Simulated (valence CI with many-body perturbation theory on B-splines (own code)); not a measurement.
## Level structure of I46+

Computed by relativistic CI+MBPT: five valence electrons over a frozen Dirac-Fock core [He], a basis of 11 s, 11 p, 10 d, 8 f, 5 g, 2 h functions for each j, with the one-electron correlation potential Σ1, the two-electron term Σ2, the three-electron term Σ3, Breit, model QED; selected CI, second order for the rest, scaled by the run's own slope (own B-spline code, finite nucleus).

No measured spectrum was set against this ion. As an estimate, large intervals hold to a few tenths of a per cent, small ones and those within an open d or f shell to about a per cent. Among the levels kept, up to 7200 cm⁻¹ of a level comes from second order outside the variational space, and about a tenth of that is noise between levels of different J, which matters for small intervals.

Levels 136 to 180 of 200, with energies above the lowest level, (2s^2 2p1/2^2 2p3/2) J=3/2. "Leading %" is the weight of the configuration and term that name the level; weights of strongly mixed levels are sums over their largest components and can fall short. In the jj column 3d3/2^4 stands for four electrons in 3d with j = 3/2. Lifetimes count E1, E2, E3, M1 and M2 decay at the calculated energies, and are blank where another channel may lead or the interval is too uncertain; long ones can be off by a factor of two.

| No. | Configuration | Term | J | E (eV) | Leading % | Second component | Lifetime | Leading jj |
| --- | --- | --- | --- | --- | --- | --- | --- | --- |
| 136 | 2s.2p3.3p | 4P | 3/2 | 5405.4 | 32 | 24 % 2s.2p3.3p 4D | 22.8 fs | 2s 2p1/2 2p3/2^2 3p3/2 (99 %) |
| 137 | 2s.2p3.3d | 6D° | 7/2 | 5407.0 | 33 | 31 % 2s.2p3.3d 4G° | 7.87 fs | 2s 2p1/2 2p3/2^2 3d3/2 (80 %) |
| 138 | 2s.2p3.3p | 4P | 5/2 | 5411.9 | 48 | 16 % 2s.2p3.3p 4F | 13.7 fs | 2s 2p1/2 2p3/2^2 3p3/2 (94 %) |
| 139 | 2s.2p3.3p | 2P | 1/2 | 5417.1 | 69 | 18 % 2s.2p3.3p 4D | 75.6 fs | 2s 2p1/2 2p3/2^2 3p3/2 (97 %) |
| 140 | 2s.2p3.3d | 6D° | 9/2 | 5417.4 | 45 | 39 % 2s.2p3.3d 4G° | 6.16 ps | 2s 2p1/2 2p3/2^2 3d5/2 (95 %) |
| 141 | 2s.2p3.3p | 4P | 3/2 | 5420.3 | 33 | 18 % 2s.2p3.3p 2P | 20.5 fs | 2s 2p1/2 2p3/2^2 3p3/2 (98 %) |
| 142 | 2s.2p3.3d | 4D° | 7/2 | 5422.5 | 55 | 18 % 2s.2p3.3d 2G° | 49.1 fs | 2s 2p1/2 2p3/2^2 3d5/2 (81 %) |
| 143 | 2s.2p3.3p | 2F | 7/2 | 5424.6 | 77 | 14 % 2s.2p3.3p 4F | 12.8 fs | 2s 2p1/2 2p3/2^2 3p3/2 (98 %) |
| 144 | 2s.2p3.3p | 2P | 1/2 | 5429.1 | 44 | 21 % 2s.2p3.3p 2S | 8.22 fs | 2s 2p1/2 2p3/2^2 3p3/2 (94 %) |
| 145 | 2s.2p3.3p | 2D | 5/2 | 5429.7 | 43 | 15 % 2s.2p3.3p 4D | 70.3 fs | 2s 2p1/2 2p3/2^2 3p3/2 (97 %) |
| 146 | 2s.2p3.3p | 2D | 3/2 | 5434.4 | 35 | 30 % 2s.2p3.3p 2P | 18.6 fs | 2s 2p1/2 2p3/2^2 3p3/2 (97 %) |
| 147 | 2s.2p3.3d | 2G° | 9/2 | 5434.6 | 35 | 34 % 2s.2p3.3d 4F° | 1.66 ps | 2s 2p1/2 2p3/2^2 3d3/2 (89 %) |
| 148 | 2s.2p3.3p | 2D | 5/2 | 5435.1 | 47 | 22 % 2s.2p3.3p 4D | 128 fs | 2s 2p1/2 2p3/2^2 3p3/2 (96 %) |
| 149 | 2s.2p3.3d | 4D° | 1/2 | 5438.4 | 57 | 17 % 2s.2p3.3d 2P° | 5.83 fs | 2s 2p1/2 2p3/2^2 3d5/2 (92 %) |
| 150 | 2s.2p3.3d | 4P° | 5/2 | 5440.1 | 47 | 24 % 2s.2p3.3d 4D° | 2.90 fs | 2s 2p1/2 2p3/2^2 3d3/2 (67 %) |
| 151 | 2s.2p3.3d | 4D° | 7/2 | 5440.2 | 43 | 41 % 2s.2p3.3d 4F° | 3.27 fs | 2s 2p1/2 2p3/2^2 3d3/2 (88 %) |
| 152 | 2s.2p3.3d | 4S° | 3/2 | 5444.7 | 35 | 14 % 2s.2p3.3d 2D° | 2.48 fs | 2s 2p1/2 2p3/2^2 3d3/2 (59 %) |
| 153 | 2s.2p3.3d | 4D° | 5/2 | 5449.2 | 68 | 9 % 2s.2p3.3d 2D° | 2.30 fs | 2s 2p1/2 2p3/2^2 3d5/2 (63 %) |
| 154 | 2s.2p3.3p | 2P | 1/2 | 5449.2 | 63 | 29 % 2s.2p3.3p 4P | 28.8 fs | 2s 2p1/2 2p3/2^2 3p3/2 (97 %) |
| 155 | 2s.2p3.3d | 4P° | 3/2 | 5449.9 | 42 | 34 % 2s.2p3.3d 4D° | 2.22 fs | 2s 2p1/2 2p3/2^2 3d5/2 (53 %) |
| 156 | 2s.2p3.3p | 2D | 3/2 | 5450.2 | 42 | 24 % 2s.2p3.3p 2P | 21.6 fs | 2s 2p1/2 2p3/2^2 3p3/2 (92 %) |
| 157 | 2s.2p3.3d | 4G° | 11/2 | 5452.2 | 100 |  | 7.34 ps | 2s 2p1/2 2p3/2^2 3d5/2 (100 %) |
| 158 | 2s.2p3.3d | 4F° | 9/2 | 5455.3 | 54 | 44 % 2s.2p3.3d 2G° | 1.45 ps | 2s 2p1/2 2p3/2^2 3d5/2 (92 %) |
| 159 | 2s.2p3.3d | 2S° | 1/2 | 5467.5 | 48 | 25 % 2s.2p3.3d 4P° | 4.94 fs | 2s 2p1/2 2p3/2^2 3d5/2 (91 %) |
| 160 | 2s.2p3.3d | 4F° | 3/2 | 5473.3 | 57 | 18 % 2s.2p3.3d 2D° | 6.98 fs | 2s 2p1/2 2p3/2^2 3d3/2 (86 %) |
| 161 | 2s.2p3.3d | 2F° | 7/2 | 5476.2 | 48 | 25 % 2s.2p3.3d 2G° | 4.42 fs | 2s 2p1/2 2p3/2^2 3d5/2 (78 %) |
| 162 | 2p4.3s | 4P | 5/2 | 5476.8 | 65 | 26 % 2p4.3s 2D | 61.2 fs | 2p1/2^2 2p3/2^2 3s (91 %) |
| 163 | 2s.2p3.3d | 2P° | 3/2 | 5476.9 | 47 | 18 % 2s.2p3.3d 4S° | 3.19 fs | 2s 2p1/2 2p3/2^2 3d5/2 (84 %) |
| 164 | 2s.2p3.3d | 2D° | 5/2 | 5479.0 | 41 | 16 % 2s.2p3.3d 2F° | 4.48 fs | 2s 2p1/2 2p3/2^2 3d5/2 (67 %) |
| 165 | 2p4.3s | 2P | 3/2 | 5485.6 | 50 | 28 % 2p4.3s 2D | 18.4 fs | 2p1/2^2 2p3/2^2 3s (89 %) |
| 166 | 2s.2p3.3d | 4D° | 1/2 | 5486.5 | 54 | 26 % 2s.2p3.3d 2P° | 5.18 fs | 2s 2p1/2 2p3/2^2 3d3/2 (91 %) |
| 167 | 2s.2p3.3d | 2D° | 3/2 | 5488.3 | 38 | 32 % 2s.2p3.3d 4D° | 25.0 fs | 2s 2p1/2 2p3/2^2 3d3/2 (91 %) |
| 168 | 2s.2p3.3d | 2D° | 5/2 | 5488.9 | 27 | 24 % 2s.2p3.3d 4G° | 5.43 fs | 2s 2p1/2 2p3/2^2 3d3/2 (74 %) |
| 169 | 2s.2p3.3d | 2G° | 7/2 | 5495.2 | 54 | 27 % 2s.2p3.3d 2F° | 24.0 fs | 2s 2p1/2 2p3/2^2 3d3/2 (86 %) |
| 170 | 2s.2p3.3d | 4D° | 5/2 | 5496.7 | 29 | 29 % 2s.2p3.3d 4F° | 6.17 fs | 2s 2p1/2 2p3/2^2 3d5/2 (67 %) |
| 171 | 2s.2p3.3d | 2D° | 5/2 | 5502.7 | 31 | 16 % 2s.2p3.3d 4P° | 5.49 fs | 2s 2p1/2 2p3/2^2 3d3/2 (67 %) |
| 172 | 2s.2p3.3d | 2P° | 3/2 | 5505.2 | 30 | 18 % 2s.2p3.3d 2D° | 2.62 fs | 2s 2p1/2 2p3/2^2 3d3/2 (71 %) |
| 173 | 2s.2p3.3d | 2D° | 5/2 | 5507.8 | 38 | 19 % 2s.2p3.3d 2F° | 2.50 fs | 2s 2p1/2 2p3/2^2 3d3/2 (69 %) |
| 174 | 2s.2p3.3d | 4D° | 7/2 | 5508.4 | 50 | 14 % 2s.2p3.3d 2G° | 22.8 fs | 2s 2p1/2 2p3/2^2 3d5/2 (97 %) |
| 175 | 2s.2p3.3d | 2P° | 1/2 | 5510.4 | 50 | 37 % 2s.2p3.3d 4D° | 2.13 fs | 2s 2p1/2 2p3/2^2 3d3/2 (88 %) |
| 176 | 2s.2p3.3d | 2D° | 3/2 | 5512.4 | 36 | 12 % 2s.2p3.3d 4D° | 2.15 fs | 2s 2p1/2 2p3/2^2 3d3/2 (94 %) |
| 177 | 2s.2p3.3d | 4D° | 5/2 | 5514.0 | 33 | 19 % 2s.2p3.3d 2D° | 5.00 fs | 2s 2p1/2 2p3/2^2 3d5/2 (91 %) |
| 178 | 2s.2p3.3d | 2P° | 1/2 | 5517.9 | 48 | 25 % 2s.2p3.3d 2S° | 1.96 fs | 2s 2p1/2 2p3/2^2 3d3/2 (93 %) |
| 179 | 2s.2p3.3d | 2G° | 9/2 | 5519.6 | 80 | 12 % 2s.2p3.3d 4G° | 502 fs | 2s 2p1/2 2p3/2^2 3d5/2 (97 %) |
| 180 | 2p4.3s | 2S | 1/2 | 5522.2 | 56 | 26 % 2p4.3s 4P | 32.7 fs | 2p1/2^2 2p3/2^2 3s (93 %) |
